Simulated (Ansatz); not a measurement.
Hg₅Te₅H₁₈. The state is a singlet with charge 0. Geometry PBE-D4/def2-SVP.

```xyz
28

Hg    3.211    3.005    1.673
Hg   -1.097    4.088   -4.637
Hg    1.702    0.636    4.300
Hg   -2.983   -4.958    2.437
Hg    1.070   -1.298   -1.372
Te    0.837    0.407    0.768
Te   -0.969    0.672   -3.311
Te    1.171    3.259   -1.579
Te   -1.760   -3.021   -0.421
Te    0.018   -2.519    2.882
H     2.077    3.646    2.722
H     4.374    2.378    0.649
H    -2.026    4.599   -3.348
H    -0.168    3.623   -5.942
H     0.210    0.942    4.978
H     3.220    0.347    3.655
H    -3.704   -3.604    3.098
H    -2.279   -6.337    1.818
H     1.583   -2.336   -2.562
H    -0.808    0.647    0.509
H    -1.884    1.109   -1.974
H    -2.127   -0.511   -3.691
H     1.603    4.396   -2.767
H     2.490    2.322   -2.022
H    -2.441   -1.609    0.179
H    -2.657   -2.821   -1.851
H    -0.066   -4.004    3.708
H     1.403   -3.057    2.100
```

In the def2 sets Hg, Te take a core potential; there is no spin–orbit coupling. Single mean-field runs in def2-TZVP are fitted with def2-universal-jkfit. In the singlet geometry the species has come apart into loosely held pieces.

Task: Estimate the orbital energies around the gap (eV) in Ansatz with PBE-D4/def2-SVP, r2SCANh-D4/def2-TZVP, PBE0-D4/def2-SVP, PBE0-D4/def2-TZVP, ωB97X-V/def2-TZVP.

Result: 
```
orbital  PBE-D4/def2-SVP  r2SCANh-D4/def2-TZVP  PBE0-D4/def2-SVP  PBE0-D4/def2-TZVP  ωB97X-V/def2-TZVP
HOMO−13            -8.52                 -9.20             -9.70              -9.62             -11.97
HOMO−12            -8.50                 -9.18             -9.67              -9.60             -11.90
HOMO−11            -8.43                 -9.10             -9.60              -9.51             -11.84
HOMO−10            -8.25                 -8.88             -9.39              -9.30             -11.63
 HOMO−9            -6.92                 -7.59             -7.93              -8.01             -10.36
 HOMO−8            -6.80                 -7.58             -7.92              -8.00             -10.35
 HOMO−7            -6.79                 -7.53             -7.90              -7.89             -10.17
 HOMO−6            -6.68                 -7.43             -7.77              -7.85             -10.16
 HOMO−5            -6.66                 -7.42             -7.75              -7.82              -9.96
 HOMO−4            -6.26                 -6.90             -7.31              -7.29              -9.46
 HOMO−3            -6.07                 -6.70             -7.09              -7.06              -9.15
 HOMO−2            -5.92                 -6.55             -6.93              -6.93              -9.07
 HOMO−1            -5.88                 -6.51             -6.89              -6.89              -9.02
   HOMO            -5.69                 -6.25             -6.64              -6.60              -8.62
   LUMO            -2.46                 -2.12             -1.74              -1.78               0.06
 LUMO+1            -2.19                 -1.82             -1.46              -1.52               0.28
 LUMO+2            -1.95                 -1.57             -1.22              -1.31               0.39
 LUMO+3            -1.93                 -1.56             -1.19              -1.23               0.59
 LUMO+4            -1.91                 -1.51             -1.12              -1.21               0.64
 LUMO+5            -1.71                 -1.35             -0.95              -1.07               0.71
```
